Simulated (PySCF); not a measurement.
Species: C6H7FO2.
SMILES with atom numbers: `[CH2:1]=[C:2]([F:3])/[C:4]([CH3:5])=[CH:6]/[O:7][CH:8]=[O:9]` (hydrogens: H10, H11 on C1; H12, H13, H14 on C5; H15 on C6; H16 on C8)

Vertical excitations from PySCF (density fitting, frozen core in the response, grid level 2 and gas phase unless stated; continuum runs use non-equilibrium linear response for the excitations) on a GFN2-xTB geometry. Reference run:

```
                               settings    S1, eV (f)    S2, eV (f)    S3, eV (f)    S4, eV (f)    S5, eV (f)    S6, eV (f)  T1, eV (Tamm–Dancoff)  mean α (au)
HSE06/def2-SVPD, full TDDFT, 6 singlets  5.11 (0.654)  5.58 (0.001)  6.16 (0.143)  6.37 (0.006)  6.41 (0.004)  7.01 (0.002)                      –         89.6
```

What do these settings give: PBE/pcseg-1, start guess vsap, energy threshold 1e-11 Eh, full TDDFT, 1 singlet?

| settings | S1, eV (f) | S2, eV (f) | S3, eV (f) | S4, eV (f) | S5, eV (f) | S6, eV (f) | T1, eV (Tamm–Dancoff) | mean α (au) |
| --- | --- | --- | --- | --- | --- | --- | --- | --- |
| PBE/pcseg-1, start guess vsap, energy threshold 1e-11 Eh, full TDDFT, 1 singlet | 4.59 (0.372) | – | – | – | – | – | 3.08 | 82.1 |

S1 moves by -0.52 eV; functional and basis change together, so the shift can't be laid on one. States are counted by energy in each run and needn't keep their character from row to row.

Give the leading configurations of S1 (H = HOMO, L = LUMO) and the HOMO–LUMO gap of each run.

```csv
settings,S1 configurations (weight),S1 (eV),orbital gap (eV),S1 − gap (eV)
"HSE06/def2-SVPD, full TDDFT, 6 singlets",H→L 0.93,5.11,4.74,+0.37
"PBE/pcseg-1, start guess vsap, energy threshold 1e-11 Eh, full TDDFT, 1 singlet","H→L 0.73, H→L+1 0.22",4.59,3.62,+0.97
```

The values belong to the conformer `[CH2:1]=[C:2]([F:3])/[C:4]([CH3:5])=[CH:6]/[O:7][CH:8]=[O:9]`: C1–C2–C4–C5 0°, C4–C6–O7–C8 180°, C6–O7–C8–O9 0°.
